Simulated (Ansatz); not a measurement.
BGeH7Si, SMILES `B[SiH2][GeH3]`. Charge 0, multiplicity 1.

```xyz
10

B    -1.3849   -1.3047   -0.0797
Si    0.5568   -0.8981   -0.0163
Ge    0.5508    1.5006    0.0650
H    -2.0221   -1.4089    0.9264
H    -1.9707   -1.3378   -1.1213
H     1.3327   -1.2907   -1.2243
H     1.2704   -1.3733    1.2005
H    -0.2079    2.0040    1.3042
H    -0.1217    2.0875   -1.1872
H     1.9966    2.0214    0.1327
```

**Question.** List the harmonic frequencies (cm⁻¹, unscaled) at PBE0-D4/def2-TZVP in Ansatz. (Estimate.)

**Answer.** Computed: 72, 93, 187, 339, 378, 412, 436, 603, 658, 665, 761, 789, 882, 882, 896, 950, 1164, 2141, 2151, 2153, 2211, 2220, 2588, 2677.

**Question.** Is this a minimum?

**Answer.** Yes, all 24 modes are real.

**Question.** Give the ideal-gas thermochemistry at 298.15 K and 1 bar (rigid rotor, harmonic oscillator; point group Cs, symmetry number 1).

**Answer.** Zero-point energy 157.4 kJ/mol; H(298) − E = 178.4 kJ/mol; entropy 345.5 J/(mol·K), of which translation 168.4, rotation 109.3, vibration 67.8; G(298) − E = 75.3 kJ/mol. Modes under 100 cm⁻¹ are hindered rotations or soft bends, so the harmonic entropy is rough.
